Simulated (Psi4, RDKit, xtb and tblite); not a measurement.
Two geometries of SMILES [SiH2]([SiH2]c1cccs1)SC, relaxed at GFN2-xTB with one dihedral held; other torsions can differ between them too.

Structure A

```
19

C     -3.4939    -0.9090    -1.2802
S     -3.5066    -0.1737     0.3807
Si    -1.5060    -0.6400     1.0099
Si    -1.3041     0.2203     3.1365
C      0.4285    -0.2103     3.7014
C      1.4221    -0.8817     3.0487
C      2.6084    -1.0185     3.7997
C      2.5088    -0.4464     5.0271
S      0.9668     0.2652     5.2791
H     -3.3061    -1.9755    -1.2040
H     -4.4733    -0.7329    -1.7118
H     -2.7287    -0.4306    -1.8835
H     -0.6432    -0.0813    -0.0390
H     -1.3906    -2.0946     0.8436
H     -1.4491     1.6809     3.2115
H     -2.2464    -0.3478     4.1105
H      1.3025    -1.2683     2.0511
H      3.4913    -1.5184     3.4429
H      3.2465    -0.3973     5.8033
```

Structure B

```
19

C     -3.7962    -1.5130    -0.9486
S     -3.4874    -0.9465     0.7556
Si    -1.3447    -0.7244     0.8525
Si    -0.3421    -1.2704    -1.1569
C      1.4823    -0.9145    -0.9554
C      2.1647    -0.4437     0.1290
C      3.5499    -0.2943    -0.0914
C      3.9133    -0.6550    -1.3491
S      2.5699    -1.1813    -2.2790
H     -3.2733    -2.4457    -1.1326
H     -4.8674    -1.6683    -1.0264
H     -3.4823    -0.7520    -1.6556
H     -0.9594    -1.5742     1.9809
H     -1.1636     0.6638     1.2811
H     -0.4831    -2.6852    -1.5398
H     -0.8175    -0.4995    -2.3176
H      1.6824    -0.2104     1.0627
H      4.2408     0.0647     0.6505
H      4.8896    -0.6448    -1.7916
```

Q: Which is lower in energy at the level B3LYP-D3(BJ)/def2-SVP // GFN2-xTB (Psi4), and by how much?

A: A is lower, by 3.26 kJ/mol (dihedral C1–S2–Si3–Si4: 180° in A, 0° in B).

E(B) − E(A) in kJ/mol at the other levels, on the same two geometries: GFN2-xTB (xtb and tblite) 5.75; MMFF94 // GFN2-xTB (RDKit) 9.98; B3LYP/def2-SVP // GFN2-xTB (Psi4) 6.39.
